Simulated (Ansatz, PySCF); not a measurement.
Reaction (SMILES): CNB(O)O -> O[B]O + C[NH] (the B-N bond at the site shown breaks; other sites are not compared here)
Geometries: B3LYP-D3(BJ)/def2-TZVP minima from Ansatz (a first-principles code), one conformer each, not searched for the lowest. Frequencies are from Ansatz or PySCF.

Wanted: bond dissociation energy (0 K, with B3LYP-D3(BJ) harmonic zero-point energies), in kcal/mol. Correlated levels leave the core frozen unless marked. UHF or UKS for open shells. No spin-orbit coupling. No relativistic terms. Basis-set limits of correlation are two-point, X^-3; Hartree-Fock from the larger set. The bracket is a focal-point correction in the basis named.

```json
[
 {"level": "HF/cc-pVTZ", "program": "Ansatz", "bond dissociation energy (kcal/mol)": "92.6"},
 {"level": "HF/cc-pwCVTZ", "program": "Ansatz", "bond dissociation energy (kcal/mol)": "92.6"},
 {"level": "B97M-V/def2-TZVPD", "program": "Ansatz", "bond dissociation energy (kcal/mol)": "119.3"},
 {"level": "B3LYP-D4/def2-TZVPD", "program": "Ansatz + dftd4", "bond dissociation energy (kcal/mol)": "116.9"},
 {"level": "PBE0/def2-TZVPD", "program": "Ansatz", "bond dissociation energy (kcal/mol)": "116.8"},
 {"level": "BHLYP/def2-TZVPD", "program": "Ansatz", "bond dissociation energy (kcal/mol)": "115.3"},
 {"level": "HSE06-D3(BJ)/def2-TZVPD", "program": "Ansatz + dftd3", "bond dissociation energy (kcal/mol)": "118.0"},
 {"level": "CAM-B3LYP-D4/def2-TZVPD", "program": "Ansatz + dftd4", "bond dissociation energy (kcal/mol)": "120.1"},
 {"level": "B2GP-PLYP-D3(BJ)/def2-TZVPD", "program": "Ansatz + dftd3", "bond dissociation energy (kcal/mol)": "121.4"},
 {"level": "SCS-MP2/cc-pVTZ", "program": "Ansatz", "bond dissociation energy (kcal/mol)": "125.6"},
 {"level": "SCS-MP2/cc-pwCVTZ", "program": "Ansatz", "bond dissociation energy (kcal/mol)": "125.7"},
 {"level": "CCSD/aug-cc-pVTZ", "program": "Ansatz", "bond dissociation energy (kcal/mol)": "119.8"},
 {"level": "CCSD(T)/STO-3G", "program": "Ansatz", "bond dissociation energy (kcal/mol)": "119.6"},
 {"level": "CCSD(T)/6-31G", "program": "Ansatz", "bond dissociation energy (kcal/mol)": "117.3"},
 {"level": "RI-MP2/CBS(aug-cc-pVTZ,aug-cc-pVQZ)+[CCSD(T)-MP2]/aug-cc-pVTZ", "program": "Ansatz", "bond dissociation energy (kcal/mol)": "124.0"}
]
```
